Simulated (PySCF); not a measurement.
Si(CF3)(Cl)2(H) (CHCl2F3Si), SMILES FC(F)([SiH](Cl)Cl)F. The structure is a stationary point at PBE-D3(BJ)/def2-SVP.

Computed equilibrium geometry at PBE-D3(BJ)/def2-SVP (PySCF confirms it by a frequency run) as a Z-matrix, and its point group:
point group Cs.
```
Si
H 1 1.4913
C 1 1.9402 2 109.31
F 3 1.3503 1 112.96 2 -180.00
F 3 1.3576 4 107.96 1 121.98
F 3 1.3576 4 107.96 5 116.04
Cl 1 2.0599 2 110.35 3 -118.50
Cl 1 2.0599 2 110.35 3 118.50
```
Charge 0, spin multiplicity 1.
